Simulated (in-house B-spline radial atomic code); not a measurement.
Atomic self-consistent-field run: Pt. Computed with an all-electron radial atomic-structure program (B-spline basis): scalar-relativistic (X2C) TPSSh, spin-polarised, spherical fractional occupations, exact exchange averaged over the configuration, Fermi nucleus of rms radius 5.427 fm.

Command:
```bash
python run_scf.py task.json out
```
Settings (nuclear radius in fm, mass in u):
```
Z                78
configuration    [Xe] 4f14 5d9 6s1
hamiltonian      x2c
method           tpssh
spin_polarised   True
nucleus          fermi
rms_radius       5.427
atomic_mass      194.96479
speed_of_light   137.035999084
exact_exchange   averaged over the configuration
```

Output (hartree, bohr):
```
 radial grid: 77 intervals, B-splines of order 8, outer radius 50 bohr

 iter        energy (Eh)    residual
    1      -18415.313935    1.34e-01
    2      -18415.320164    2.24e-03
    3      -18415.320354    1.10e-03
    4      -18415.320370    3.40e-04
    5      -18415.320365    4.02e-04
    6      -18415.320373    4.46e-05
    7      -18415.320373    5.28e-06
    8      -18415.320373    5.12e-07

 total energy                    -18415.32037
 kinetic                           21077.7775
 electron-nucleus                 -46327.5623
 Hartree                            7195.1239
 exact exchange                      -35.5375
 exchange-correlation               -325.1221

 orbital      occ     eigenvalue          <r>       <r^2>       <1/r>       r_max
 1s up      1.000     -2875.5346    0.0163112 0.000375114     104.122    0.009639
 1s down    1.000     -2875.5338    0.0163112 0.000375114     104.122    0.009639
 2s up      1.000      -505.6010    0.0714888  0.00611367      24.433     0.06102
 2s down    1.000      -505.5984    0.0714888  0.00611365      24.433     0.06102
 2p up      3.000      -439.9739    0.0646018    0.005119      19.978     0.04992
 2p down    3.000      -439.9717    0.0646016  0.00511898     19.9781     0.04992
 3s up      1.000      -119.0972     0.186446   0.0399003     8.77499      0.1726
 3s down    1.000      -119.0962     0.186445      0.0399     8.77496      0.1726
 3p up      3.000       -99.8222     0.187238   0.0407655     7.59726      0.1713
 3p down    3.000       -99.8211     0.187237   0.0407649     7.59726      0.1713
 3d up      5.000       -78.0388     0.170423   0.0340228     7.03779      0.1398
 3d down    5.000       -78.0368     0.170424    0.034023     7.03775      0.1398
 4s up      1.000       -25.7660     0.415131    0.194667     3.64568      0.3904
 4s down    1.000       -25.7630      0.41515    0.194683     3.64537      0.3905
 4p up      3.000       -19.3947     0.440827    0.221066       3.195      0.4096
 4p down    3.000       -19.3921     0.440832    0.221066     3.19484      0.4096
 4d up      5.000       -11.4089     0.468387    0.253746     2.83027      0.4186
 4d down    5.000       -11.4057     0.468379    0.253728      2.8302      0.4187
 5s up      1.000        -3.8153     0.958063     1.03079     1.43796      0.8728
 5s down    1.000        -3.7954     0.956757      1.0278     1.44036      0.8722
 5p up      3.000        -2.1410       1.1073     1.38962     1.20014      0.9784
 5p down    3.000        -2.1145      1.10393     1.38028     1.20394       0.977
 4f up      7.000        -2.6447     0.516448    0.325106     2.38795      0.3855
 4f down    7.000        -2.6402     0.515929     0.32426     2.38933      0.3855
 5d up      5.000        -0.2602       1.6975     3.49834    0.786711       1.262
 5d down    4.000        -0.2245      1.68637     3.46391    0.793406       1.257
 6s up      1.000        -0.2305      2.90491      9.7107    0.440222       2.394
```

Run time, properties included: 1.8 s on 1 thread of Arm Neoverse N1, with other jobs on the host.

One-electron X2C: radii and densities carry no picture-change correction, so inner-shell <1/r> comes out high (for 1s by about 2 % at Z = 33, 5 % at 54, 10 % at 75, 30 % at 118) and <r> low.
